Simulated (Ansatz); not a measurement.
Breaking the O4–H5 bond in BH3O (SMILES BO) (multiplicity 1 held, fragments rigid). Energies count from the point at 0.963 Å.
Geometry at that point (charge 0, multiplicity 1):
| atom | x (Å) | y (Å) | z (Å) |
|---|---|---|---|
| B | -0.4484 | -0.5534 | 0.0610 |
| H | -0.3382 | -1.3375 | 0.9518 |
| H | -1.3024 | -0.6419 | -0.7734 |
| O | 0.4452 | 0.4596 | 0.0279 |
| H | 0.3210 | 1.0699 | -0.7069 |

R- and RO- levels are restricted; in cc, def2 and unpolarised 6-31G sets they are followed outwards from rest. Unrestricted levels (U-) break spin symmetry where that is lower. Active spaces are followed from a long bond inwards. Levels need not reach the same state.

Cores are frozen in the correlated methods.

The values were computed with Ansatz (Gaussian orbitals). Values without a source in brackets are computed.

One of these levels gives 4.750 eV for the energy at R = 3.082 Å. Which?
A. U-HF/cc-pVDZ
B. CASSCF(4,3)/cc-pVDZ
C. R-MP2/cc-pVDZ
D. U-MP2/cc-pVDZ

D, U-MP2/cc-pVDZ. The others give 3.408 (U-HF/cc-pVDZ), 5.529 (R-MP2/cc-pVDZ), 4.112 (CASSCF(4,3)/cc-pVDZ)

Doubts at one or more of the structures used: a spin-contaminated determinant (U-HF/cc-pVDZ, U-MP2/cc-pVDZ); a restricted determinant that unrestricted orbitals would lower (R-MP2/cc-pVDZ); active orbitals that take no part (CASSCF(4,3)/cc-pVDZ).

Ansatz is a first-principles code.
